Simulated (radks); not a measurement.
Results of a calculation; reference values are marked as such.
Question: The mean radii <r> (bohr) of the occupied orbitals of an atom or ion are listed with their occupations. Level of theory: Dirac Kohn-Sham, PBE, spin-unpolarised, spherical densities, finite nucleus; Fermi nuclear charge, rms radius of each element as measured or else 0.836 A^(1/3) + 0.57 fm (a radial shooting solver on a logarithmic mesh with Libxc functionals).

orbital  occ.      <r>
1s1/2       2  0.04550
2s1/2       2   0.2022
2p1/2       2   0.1744
2p3/2       4   0.1781
3s1/2       2   0.5657
3p1/2       2   0.5645
3p3/2       4   0.5724
3d3/2       4   0.5527
3d5/2       1   0.5551

Name the element and its charge. Open shells, if any, fill j = l - 1/2 first.

Answer: Z = 33, arsenic, charge +10: As10+ in [Ar] 3d5. The 1s radius gives Z: for a bare nucleus <r> = (2 gamma + 1)/(2Z) with gamma = sqrt(1 - (Z/c)^2), 0.04456 bohr for Z = 33, and screening makes it slightly larger (0.04550 here). The occupations add up to 23, and the charge is Z minus that.
